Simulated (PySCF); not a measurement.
Si(OH)3(SH), SMILES O[Si](O)(O)S (H4O3SSi), B3LYP/def2-SVP optimised geometry.

```
9

O     -1.01    -1.70    -1.41
Si    -0.56    -0.96     0.00
O     -1.01    -1.72     1.40
O      1.09    -0.96     0.00
S     -1.53     0.96     0.00
H     -0.38    -2.36    -1.74
H     -1.95    -1.69     1.62
H      1.53    -0.79     0.84
H     -1.48     1.08    -1.35
```

Density from B3LYP/def2-TZVP (PySCF) at that geometry.

Minimum of the electron density along straight lines between bonded atoms, close to the bond critical point (lines longer than 1.1 times the sum of covalent radii, or with two minima, are not listed):

```json
[
 {"bond": "O1–Si2", "length / Å": "1.653", "ρ at the minimum / e bohr⁻³": "0.140", "∇²ρ there / e bohr⁻⁵": "0.78", "position (fraction from the first atom)": "0.59"},
 {"bond": "Si2–O3", "length / Å": "1.657", "ρ at the minimum / e bohr⁻³": "0.138", "∇²ρ there / e bohr⁻⁵": "0.77", "position (fraction from the first atom)": "0.41"},
 {"bond": "Si2–O4", "length / Å": "1.653", "ρ at the minimum / e bohr⁻³": "0.139", "∇²ρ there / e bohr⁻⁵": "0.76", "position (fraction from the first atom)": "0.41"},
 {"bond": "Si2–S5", "length / Å": "2.146", "ρ at the minimum / e bohr⁻³": "(withheld)", "∇²ρ there / e bohr⁻⁵": "(withheld)", "position (fraction from the first atom)": "0.36"},
 {"bond": "O1–H6", "length / Å": "0.966", "ρ at the minimum / e bohr⁻³": "0.350", "∇²ρ there / e bohr⁻⁵": "-2.35", "position (fraction from the first atom)": "0.80"},
 {"bond": "O3–H7", "length / Å": "0.965", "ρ at the minimum / e bohr⁻³": "0.352", "∇²ρ there / e bohr⁻⁵": "-2.36", "position (fraction from the first atom)": "0.80"},
 {"bond": "O4–H8", "length / Å": "0.965", "ρ at the minimum / e bohr⁻³": "0.352", "∇²ρ there / e bohr⁻⁵": "-2.36", "position (fraction from the first atom)": "0.80"},
 {"bond": "S5–H9", "length / Å": "1.352", "ρ at the minimum / e bohr⁻³": "(withheld)", "∇²ρ there / e bohr⁻⁵": "-0.59", "position (fraction from the first atom)": "0.64"}
]
```

**Question.** What belongs in the gaps?

**Answer.** 
- Si2–S5, ρ at the minimum / e bohr⁻³: 0.103
- Si2–S5, ∇²ρ there / e bohr⁻⁵: 0.06
- S5–H9, ρ at the minimum / e bohr⁻³: 0.210
